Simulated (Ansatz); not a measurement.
C₄H₆Zn, relaxed with RKS PBE0-D4/def2-TZVP in the Gaussian-basis code of Ansatz from a PBE-D4/def2-SVP geometry. The force threshold is 0.005 eV/Å; the program also tests the step.

Charge 0, multiplicity 1. The bonds changed during the relaxation, so this is another structure than the one it started from.

Start:

```xyz
11

C     0.311    1.981    0.718
C     0.432    0.701    0.436
Zn   -2.376   -0.405    1.465
C     0.515   -0.588    0.159
C     0.010   -1.242   -1.101
H     1.093    2.714    0.453
H    -0.588    2.363    1.236
H     0.983   -1.247    0.916
H     0.811   -1.830   -1.595
H    -0.815   -1.951   -0.866
H    -0.376   -0.496   -1.821
```

```csv
step,energy (eV),largest force (eV/Å),largest move (Å)
1,-52653.5125,0.633,0.000
2,-52653.5764,0.178,0.081
3 (rejected),-52653.4606,1.421,0.141
4,-52653.5853,0.125,0.070
5,-52653.5928,0.082,0.098
6,-52653.5955,0.095,0.079
7,-52653.5959,0.107,0.065
8,-52653.5969,0.070,0.013
9,-52653.5971,0.044,0.009
10,-52653.5975,0.041,0.031
11,-52653.5976,0.020,0.012
12,-52653.5979,0.017,0.046
13,-52653.5980,0.018,0.018
14 (rejected),-52653.5980,0.020,0.049
15,-52653.5980,0.016,0.024
16,-52653.5982,0.016,0.055
17,-52653.5982,0.011,0.006
18,-52653.5983,0.012,0.018
19 (rejected),-52653.5983,0.024,0.024
20,-52653.5983,0.014,0.012
21,-52653.5983,0.014,0.013
22,-52653.5983,0.012,0.008
23,-52653.5983,0.010,0.003
24,-52653.5983,0.008,0.001
25,-52653.5983,0.004,0.001
```

End:

```xyz
11

C     0.332    1.935    0.715
C     0.464    0.674    0.429
Zn   -2.771   -0.261    1.503
C     0.587   -0.590    0.139
C     0.034   -1.241   -1.090
H     1.067    2.667    0.395
H    -0.518    2.295    1.287
H     1.127   -1.222    0.842
H     0.834   -1.704   -1.676
H    -0.671   -2.035   -0.823
H    -0.484   -0.519   -1.721
```

It took 96 s on 2 threads of an AMD EPYC 7R13 on a shared host and a share of an NVIDIA H100 80 GB, with 0.84 GiB of host memory at the peak.
